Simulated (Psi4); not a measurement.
C₄H₉O (SMILES CCC[CH]O), doublet, geometry from GFN2-xTB; TPSS/STO-3G in Psi4.

Psi4 was given this input:
```
memory 2 GB

molecule {
0 2
C     2.39287864   -0.22825278   -0.04182520
C     0.94472545   -0.38108691   -0.48518080
C     0.02179908    0.62178197    0.24243653
C    -1.39310057    0.50801669   -0.17086519
O    -2.15903748   -0.41259035    0.50925971
H     3.02825774   -0.94199644   -0.56186957
H     2.75476879    0.77485085   -0.25788138
H     2.48460822   -0.40246123    1.02792542
H     0.59718513   -1.39334774   -0.27242075
H     0.86967313   -0.21746926   -1.56246987
H     0.08492459    0.43710470    1.31592344
H     0.38065397    1.63339610    0.03535177
H    -1.69534850    0.76633321   -1.17424414
H    -3.03023866   -0.47844112    0.10821545
}

set {
  basis sto-3g
  reference uks
  d_convergence 1e-4
}

energy('tpss')
print_variables()
```

What the program printed (banner, timings and long lists left out):

```
   => Loading Basis Set <=

    Name: STO-3G
    Role: ORBITAL
    Keyword: BASIS

         ---------------------------------------------------------
                                   SCF
               by Justin Turney, Rob Parrish, Andy Simmonett
                          and Daniel G. A. Smith
                              UKS Reference
         ---------------------------------------------------------

  ==> Geometry <==

    Molecular point group: c1
    Full point group: C1

    Geometry (in Angstrom), charge = 0, multiplicity = 2:

       Center              X                  Y                   Z               Mass
    ------------   -----------------  -----------------  -----------------  -----------------
         C            2.467067941423    -0.225864806474    -0.060005954229    12.000000000000
         C            1.018914751423    -0.378698936474    -0.503361554229    12.000000000000
         C            0.095988381423     0.624169943526     0.224255775771    12.000000000000
         C           -1.318911268577     0.510404663526    -0.189045944229    12.000000000000
         O           -2.084848178577    -0.410202376474     0.491078955771    15.994914619570
         H            3.102447041423    -0.939608466474    -0.580050324229     1.007825032230
         H            2.828958091423     0.777238823526    -0.276062134229     1.007825032230
         H            2.558797521423    -0.400073256474     1.009744665771     1.007825032230
         H            0.671374431423    -1.390959766474    -0.290601504229     1.007825032230
         H            0.943862431423    -0.215081286474    -1.580650624229     1.007825032230
         H            0.159113891423     0.439492673526     1.297742685771     1.007825032230
         H            0.454843271423     1.635784073526     0.017171015771     1.007825032230
         H           -1.621159198577     0.768721183526    -1.192424894229     1.007825032230
         H           -2.956049358577    -0.476053146474     0.090034695771     1.007825032230

  Running in c1 symmetry.

  Rotational constants: A =      0.51172  B =      0.07369  C =      0.07148 [cm^-1]
  Rotational constants: A =  15340.83013  B =   2209.30762  C =   2142.89974 [MHz]
  Nuclear repulsion =  177.870340524131421

  Charge       = 0
  Multiplicity = 2
  Electrons    = 41
  Nalpha       = 21
  Nbeta        = 20

  ==> Algorithm <==

  SCF Algorithm Type is DF.
  DIIS enabled.
  MOM disabled.
  Fractional occupation disabled.
  Guess Type is SAD.
  Energy threshold   = 1.00e-06
  Density threshold  = 1.00e-04
  Integral threshold = 1.00e-12

  ==> Primary Basis <==

  Basis Set: STO-3G
    Blend: STO-3G
    Number of shells: 24
    Number of basis functions: 34
    Number of Cartesian functions: 34
    Spherical Harmonics?: true
    Max angular momentum: 1

  ==> DFT Potential <==

   => LibXC <=

    Version 7.1.2
    S. Lehtola, C. Steigemann, M. J. T. Oliveira, and M. A. L. Marques,  SoftwareX 7, 1–5 (2018) (10.1016/j.softx.2017.11.002)

   => Composite Functional: TPSS <=

    TPSS Meta-GGA XC Functional

    J. Tao, et al., Phys. Rev. Lett., 91, 146401, 2003

    Deriv               =              1
    GGA                 =           TRUE
    Meta                =           TRUE

    Exchange Hybrid     =          FALSE
    MP2 Hybrid          =          FALSE

   => Exchange Functionals <=

    1.0000   XC_MGGA_X_TPSS

   => Correlation Functionals <=

    1.0000   XC_MGGA_C_TPSS

   => LibXC Density Thresholds  <==

    XC_MGGA_C_TPSS:  1.00E-15
    XC_MGGA_X_TPSS:  1.00E-15

   => Molecular Quadrature <=

    Radial Scheme          =       TREUTLER
    Pruning Scheme         =           NONE
    Nuclear Scheme         =       TREUTLER

    Blocking Scheme        =         OCTREE
    BS radius alpha        =              1
    Pruning alpha          =              1
    Radial Points          =             75
    Spherical Points       =            302
    Total Points           =         296709
    Total Blocks           =           2267
    Max Points             =            256
    Max Functions          =             32
    Weights Tolerance      =       1.00E-15

   => Loading Basis Set <=

    Name: (STO-3G AUX)
    Role: JKFIT
    Keyword: DF_BASIS_SCF

  ==> Integral Setup <==

  SCF_SUBTYPE=INCORE selected. In-core MEM_DF algorithm will be used.
  Using in-core AOs.

  ==> MemDFJK: Density-Fitted J/K Matrices <==

    J tasked:                   Yes
    K tasked:                    No
    wK tasked:                   No
    Algorithm:                 Core
    Schwarz Cutoff:           1E-12
    Mask sparsity (%):       1.2111
    Fitting Condition:        1E-10

   => Auxiliary Basis Set <=

  Basis Set: (STO-3G AUX)
    Blend: DEF2-UNIVERSAL-JKFIT
    Number of shells: 179
    Number of basis functions: 539
    Number of Cartesian functions: 629
    Spherical Harmonics?: true
    Max angular momentum: 4

  Minimum eigenvalue in the overlap matrix is 2.0003140129E-01.
  Reciprocal condition number of the overlap matrix is 7.7933204832E-02.
    Using symmetric orthogonalization.

  ==> Pre-Iterations <==

  SCF Guess: Superposition of Atomic Densities via on-the-fly atomic UHF (no occupation information).

   -------------------------
    Irrep   Nso     Nmo
   -------------------------
     A         34      34
   -------------------------
    Total      34      34
   -------------------------

  ==> Iterations <==

                           Total Energy        Delta E     RMS |[F,P]|

   @DF-UKS iter SAD:  -227.69450257713891   -2.27695e+02   0.00000e+00
   @DF-UKS iter   1:  -230.12817904010751   -2.43368e+00   2.80728e-03 ADIIS/DIIS
   @DF-UKS iter   2:  -230.13411479835304   -5.93576e-03   1.69250e-03 ADIIS/DIIS
   @DF-UKS iter   3:  -230.13609936268881   -1.98456e-03   6.29096e-04 ADIIS/DIIS
   @DF-UKS iter   4:  -230.13636476732728   -2.65405e-04   2.31766e-04 ADIIS/DIIS
   @DF-UKS iter   5:  -230.13640483559979   -4.00683e-05   9.23823e-05 DIIS
   @DF-UKS iter   6:  -230.13641169970634   -6.86411e-06   1.58611e-05 DIIS
   @DF-UKS iter   7:  -230.13641195074098   -2.51035e-07   7.46779e-06 DIIS
  Energy and wave function converged.

  ==> Post-Iterations <==

   Electrons on quadrature grid:
      Nalpha   =   21.0000099447 ; deviation = 9.945e-06
      Nbeta    =   20.0000095135 ; deviation = 9.513e-06
      Ntotal   =   41.0000194582 ; deviation = 1.946e-05

   @Spin Contamination Metric:   2.296746083E-03
   @S^2 Expected:                7.500000000E-01
   @S^2 Observed:                7.522967461E-01
   @S   Expected:                5.000000000E-01
   @S   Observed:                5.000000000E-01

    Orbital Energies [Eh]
    ---------------------

    Alpha Occupied:

       1A    -18.685513     2A     -9.822185     3A     -9.820625
       4A     -9.816731     5A     -9.793060     6A     -0.923842
       7A     -0.693455     8A     -0.619014     9A     -0.524747
      10A     -0.486767    11A     -0.427422    12A     -0.374774
      13A     -0.348864    14A     -0.320880    15A     -0.303336
      16A     -0.270411    17A     -0.260169    18A     -0.256660
      19A     -0.215885    20A     -0.189270    21A     -0.010686

    Alpha Virtual:

      22A      0.279260    23A      0.367430    24A      0.370247
      25A      0.373207    26A      0.390901    27A      0.423168
      28A      0.452201    29A      0.482482    30A      0.486347
      31A      0.493354    32A      0.506304    33A      0.525098
      34A      0.575872

    Beta Occupied:

       1A    -18.681422     2A     -9.822908     3A     -9.819587
       4A     -9.816636     5A     -9.780505     6A     -0.911774
       7A     -0.690530     8A     -0.612533     9A     -0.516979
      10A     -0.478854    11A     -0.421646    12A     -0.373114
      13A     -0.346732    14A     -0.315103    15A     -0.302320
      16A     -0.260609    17A     -0.257059    18A     -0.255398
      19A     -0.192505    20A     -0.165003

    Beta Virtual:

      21A      0.080895    22A      0.292920    23A      0.372728
      24A      0.374605    25A      0.391283    26A      0.405258
      27A      0.432960    28A      0.458163    29A      0.483829
      30A      0.489059    31A      0.503298    32A      0.507682
      33A      0.537190    34A      0.595092

    Final Occupation by Irrep:
              A
    DOCC [    20 ]
    SOCC [     1 ]
    NA   [    21 ]
    NB   [    20 ]

  @DF-UKS Final Energy:  -230.13641195074098

   => Energetics <=

    Nuclear Repulsion Energy =            177.8703405241314215
    One-Electron Energy =                -664.5931116224317066
    Two-Electron Energy =                 290.4193286961236140
    DFT Exchange-Correlation Energy =     -33.8329695485642929
    Empirical Dispersion Energy =           0.0000000000000000
    VV10 Nonlocal Energy =                  0.0000000000000000
    Total Energy =                       -230.1364119507409782

  UHF NO Occupations:
  HONO-2 :   19  A 1.9998229
  HONO-1 :   20  A 1.9993543
  HONO-0 :   21  A 1.0000000
  LUNO+0 :   22  A 0.0006457
  LUNO+1 :   23  A 0.0001771
  LUNO+2 :   24  A 0.0001741
  LUNO+3 :   25  A 0.0001182

Computation Completed

Properties will be evaluated at   0.000000,   0.000000,   0.000000 [a0]

Properties computed using the SCF density matrix

 Multipole Moments:

 ------------------------------------------------------------------------------------
     Multipole            Electronic (a.u.)      Nuclear  (a.u.)        Total (a.u.)
 ------------------------------------------------------------------------------------

 L = 1.  Multiply by 2.5417464519 to convert [e a0] to [Debye]
 Dipole X            :         -6.1462584            5.7480962           -0.3981622
 Dipole Y            :         -0.2379759            0.1850174           -0.0529584
 Dipole Z            :          1.0891831           -1.4086223           -0.3194392
 Magnitude           :                                                    0.5132047

 ------------------------------------------------------------------------------------

  Variable Map:
  ----------------------------------------------------------------------------
  "CURRENT ENERGY"              =>    -230.136411950741
  "CURRENT REFERENCE ENERGY"    =>    -230.136411950741
  "DD SOLVATION ENERGY"         =>       0.000000000000
  "DFT FUNCTIONAL TOTAL ENERGY" =>    -230.136411950741
  "DFT TOTAL ENERGY"            =>    -230.136411950741
  "DFT VV10 ENERGY"             =>       0.000000000000
  "DFT XC ENERGY"               =>     -33.832969548564
  "GRID ELECTRONS ALPHA"        =>      21.000009944667
  "GRID ELECTRONS BETA"         =>      20.000009513493
  "GRID ELECTRONS TOTAL"        =>      41.000019458160
  "NUCLEAR REPULSION ENERGY"    =>     177.870340524131
  "ONE-ELECTRON ENERGY"         =>    -664.593111622432
  "PCM POLARIZATION ENERGY"     =>       0.000000000000
  "PE ENERGY"                   =>       0.000000000000
  "SCF ITERATION ENERGY"        =>    -230.136411950741
  "SCF ITERATIONS"              =>       7.000000000000
  "SCF TOTAL ENERGY"            =>    -230.136411950741
  "TWO-ELECTRON ENERGY"         =>     290.419328696124
  "XC GRID RADIAL POINTS"       =>      75.000000000000
  "XC GRID SPHERICAL POINTS"    =>     302.000000000000
  "XC GRID TOTAL POINTS"        =>  296709.000000000000

  Array Variable Map:
  ----------------------------------------------------------------------------
  "CURRENT DIPOLE"              =>      -0.398162157358 ... -0.319439213535 1 by 3
  "SCF DIPOLE"                  =>      -0.398162157358 ... -0.319439213535 1 by 3
  "SCF TOTAL ENERGIES"          =>    -227.694502577139 ... -230.136411950741 1 by 8
```
